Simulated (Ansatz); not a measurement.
Reaction (redistribution): `C[S][SnH2][Cl]` + `C[CH2][InH][NH2]` → `C[S][SnH3]` + `C[CH2][In]([NH2])[Cl]`

Gas-phase electronic energies from Ansatz, PBE0-D4/def2-TZVP geometries. CBS: MP2 limit from def2 TZ/QZ plus the TZ coupled-cluster correction, frozen cores. DFT in def2-TZVPP. B3LYP here is the variant with VWN-RPA as its local correlation; programs differ in this. Elements past krypton have def2 core potentials. For In, Sn outer-core shells are correlated without core-valence functions, which leaves a few kJ/mol of doubt a bond. One conformer a species, not always the lowest.

| level | ΔE (kJ/mol) |
| --- | --- |
| PBE0-D4 | -34.2 |
| ωB97M-V | -33.0 |
| PBE | -33.5 |
| PBE0 | -35.7 |
| B3LYP | -35.7 |
| HF/def2-TZVPP | -41.6 |
| HF/def2-QZVPP | -40.2 |
| HF/CBS(def2) | -40.0 |

(1) What does CCSD(T)/CBS give? (Estimate.)

Largest T1 diagnostic among the species: 0.014.

Results:

(1) Computed: -34.4 kJ/mol. The listed levels differ from it by 0.2, 1.4, 0.9, -1.3, -1.3, -7.2, -5.8, -5.6 kJ/mol.

In def2-TZVPP, CCSD(T) changes the Hartree–Fock value by +3.6 kJ/mol (the triples alone add +0.5 kJ/mol) and MP2 by +3.4 kJ/mol.
